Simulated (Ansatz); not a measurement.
C2H4O2, charge -1, doublet, at a GFN2-xTB geometry (a state made from the parent by changing its charge; the spin is typed, not shown lowest) (a gas-phase anion, which may not be bound at this level), atoms displaced at random by about 0.02 Å a coordinate; Ansatz (an electronic-structure program) with HF/3-21G.

Here is a job for Ansatz.
Ansatz 0.2 input:
```yaml
crystal:
  periodic: [false, false, false]
  atoms:
    - {symbol: C, position_ang: [-1.38115591, -0.31650053, -0.01323988]}
    - {symbol: O, position_ang: [-0.10313296, -0.92502753, -0.23655116]}
    - {symbol: C, position_ang: [0.98533598, 0.09156952, -0.15652034]}
    - {symbol: O, position_ang: [0.76795839, 1.22405601, 0.27862005]}
    - {symbol: H, position_ang: [-1.95471385, -0.42115678, -0.91073749]}
    - {symbol: H, position_ang: [-1.94246984, -0.86500570, 0.81745616]}
    - {symbol: H, position_ang: [-1.22322636, 0.71909251, 0.25956221]}
    - {symbol: H, position_ang: [1.85424954, -0.49475284, 0.25748378]}
basis:
  gaussian:
    orbitals: 3-21G.json
hamiltonian:
  xc: hf
total_charge: -1
magnetization: {spin_polarized: true, initial_magnetization: 1}
relax: {f_tol: 0.05}
```
The basis file holds 3-21G in the JSON format of the Basis Set Exchange.

Output, abridged:

```
Functional definition: HF
550 factors; integrals over basis functions are off by at most 5.5e-4 eV
mean field evaluation 1: about -6158.4976 eV, gradient 2.0e1 eV
mean field evaluation 2: about -6158.7799 eV, gradient 2.0e1 eV
mean field evaluation 4: about -6160.8465 eV, gradient 2.7e0 eV
mean field evaluation 8: about -6160.9240 eV, gradient 2.5e-1 eV
mean field -6160.92577563 eV, -226.4098462288 hartree, gradient 4.3e-5 eV, S^2 0.758987; 0 other end points of the search recorded, 0 dependent functions left out
the calculation of the forces begins
reference -6160.92577563 eV, -226.4098462288 hartree; 17, 16 occupied and 27, 28 virtual orbitals, 550 factors
relax step   1: F+E_penalty+E_count = -6160.92577563 eV  Δ(F+E_penalty+E_count) = +0.000e0 eV  max|allowed force component| = 3.493e0 eV/Å  Δτ_max = 0.0000 Å  (44 SCF iters, accepted)
these checks for a lower state are left out or cut short: starts, cluster_reference, orbital_swaps, neighbouring_geometries, increment
550 factors; integrals over basis functions are off by at most 5.4e-4 eV
mean field evaluation 16: about -6160.7119 eV, gradient 4.3e0 eV
mean field -6161.12253046 eV, -226.4170768354 hartree, gradient 1.9e-5 eV, S^2 0.759624; 0 other end points of the search recorded, 0 dependent functions left out
the calculation of the forces begins
reference -6161.12253046 eV, -226.4170768354 hartree; 17, 16 occupied and 27, 28 virtual orbitals, 550 factors
relax step   2: F+E_penalty+E_count = -6161.12253046 eV  Δ(F+E_penalty+E_count) = -1.968e-1 eV  max|allowed force component| = 7.482e-1 eV/Å  Δτ_max = 0.0595 Å  (48 SCF iters, accepted)
these checks for a lower state are left out or cut short: starts, cluster_reference, orbital_swaps, neighbouring_geometries, increment
550 factors; integrals over basis functions are off by at most 5.3e-4 eV
mean field evaluation 32: about -6161.1428 eV, gradient 2.0e-5 eV
mean field -6161.14277256 eV, -226.4178207189 hartree, gradient 2.0e-5 eV, S^2 0.759760; 0 other end points of the search recorded, 0 dependent functions left out
the calculation of the forces begins
reference -6161.14277256 eV, -226.4178207189 hartree; 17, 16 occupied and 27, 28 virtual orbitals, 550 factors
relax step   3: F+E_penalty+E_count = -6161.14277256 eV  Δ(F+E_penalty+E_count) = -2.024e-2 eV  max|allowed force component| = 2.558e-1 eV/Å  Δτ_max = 0.0261 Å  (48 SCF iters, accepted)
[...]
relax step   4: F+E_penalty+E_count = -6161.14628497 eV  Δ(F+E_penalty+E_count) = -3.512e-3 eV  max|allowed force component| = 1.101e-1 eV/Å  Δτ_max = 0.0209 Å  (47 SCF iters, accepted)
relax step   5: F+E_penalty+E_count = -6161.14674979 eV  Δ(F+E_penalty+E_count) = -4.648e-4 eV  max|allowed force component| = 6.714e-2 eV/Å  Δτ_max = 0.0069 Å  (47 SCF iters, accepted)
[...]
the calculation of the forces begins
reference -6161.14381048 eV, -226.4178588618 hartree; 17, 16 occupied and 27, 28 virtual orbitals, 550 factors
relax step   6: F+E_penalty+E_count = -6161.14381048 eV  Δ(F+E_penalty+E_count) = +2.939e-3 eV  max|allowed force component| = 3.732e-1 eV/Å  Δτ_max = 0.0194 Å  (46 SCF iters, rejected (line search))
these checks for a lower state are left out or cut short: starts, cluster_reference, orbital_swaps, neighbouring_geometries, increment
550 factors; integrals over basis functions are off by at most 5.3e-4 eV
mean field evaluation 64: about -6161.1471 eV, gradient 1.6e-3 eV
mean field -6161.14708781 eV, -226.4179793014 hartree, gradient 2.0e-5 eV, S^2 0.759757; 0 other end points of the search recorded, 0 dependent functions left out
the calculation of the forces begins
reference -6161.14708781 eV, -226.4179793014 hartree; 17, 16 occupied and 27, 28 virtual orbitals, 550 factors
relax step   7: F+E_penalty+E_count = -6161.14708781 eV  Δ(F+E_penalty+E_count) = -3.380e-4 eV  max|allowed force component| = 1.734e-2 eV/Å  Δτ_max = 0.0094 Å  (48 SCF iters, accepted)
550 factors; integrals over basis functions are off by at most 5.3e-4 eV
mean field -6161.14708781 eV, -226.4179793014 hartree, gradient 2.0e-5 eV, S^2 0.759757; 1 other end points of the search recorded, 0 dependent functions left out
the calculation of the forces begins
reference -6161.14708781 eV, -226.4179793014 hartree; 17, 16 occupied and 27, 28 virtual orbitals, 550 factors
Total energy: -6161.14708781 eV, -226.4179793014 hartree
Atom 0 at    -1.384100    -0.342383    -0.009035 Å, force     0.000773    -0.002434     0.001827 eV/Å
Atom 1 at    -0.103552    -0.918756    -0.212663 Å, force     0.006575    -0.002201     0.016667 eV/Å
Atom 2 at     1.042020     0.088608    -0.166186 Å, force    -0.014490    -0.009245    -0.017336 eV/Å
Atom 3 at     0.778423     1.268851     0.266339 Å, force     0.001839     0.011916     0.006270 eV/Å
Atom 4 at    -2.001931    -0.398740    -0.909243 Å, force    -0.000358     0.006208    -0.000720 eV/Å
Atom 5 at    -1.922441    -0.861734     0.788228 Å, force     0.005025    -0.000676    -0.009485 eV/Å
Atom 6 at    -1.258757     0.696320     0.266791 Å, force    -0.005047     0.000462     0.000453 eV/Å
Atom 7 at     1.853182    -0.519891     0.271842 Å, force     0.005683    -0.004031     0.002324 eV/Å
Dipole moment:    -0.572866    -0.299881     0.042011 e Å
```
